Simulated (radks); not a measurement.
Excited configurations of Ar+: one electron is placed in a higher orbital outside [Ne] 3s2 3p4. The ground configuration is [Ne] 3s2 3p5. All-electron calculation, non-relativistic Kohn-Sham, BLYP, spin-unpolarised, spherical densities, point nucleus. Program: a radial shooting solver on a logarithmic mesh with Libxc functionals. Excitation = E - E(ground); binding = E(ion) - E, where the ion is the core of charge +2; n* = 2/sqrt(2 binding) in atomic units, and the quantum defect is n - n*.

| outer orbital | excitation (eV) | binding (eV) | n* | quantum defect |
|---|---|---|---|---|
| 3d | 18.556 | 9.965 | 2.337 | 0.663 |
| 4p | 20.343 | 8.178 | 2.580 | 1.420 |
| 4d | 23.605 | 4.916 | 3.327 | 0.673 |
| 4f | 25.116 | 3.405 | 3.998 | 0.002 |
| 5s | 23.135 | 5.386 | 3.179 | 1.821 |
| 5p | 24.058 | 4.463 | 3.492 | 1.508 |
| 6s | 25.264 | 3.257 | 4.088 | 1.912 |
| 7f | 27.185 | 1.336 | 6.382 | 0.618 |

The Delta-SCF ionisation energy is 28.521 eV (NIST Atomic Spectra Database: 27.630 eV, measured). Self-interaction in the functional shifts the binding energies and quantum defects, so they are the method's values and not measured ones. Spin polarisation and multiplet splitting are left out, so open shells lie too high by an amount that depends on their filling.

Beside tabulated values, note that spin-unpolarised runs miss the spin-polarisation part of the exchange energy of open shells.
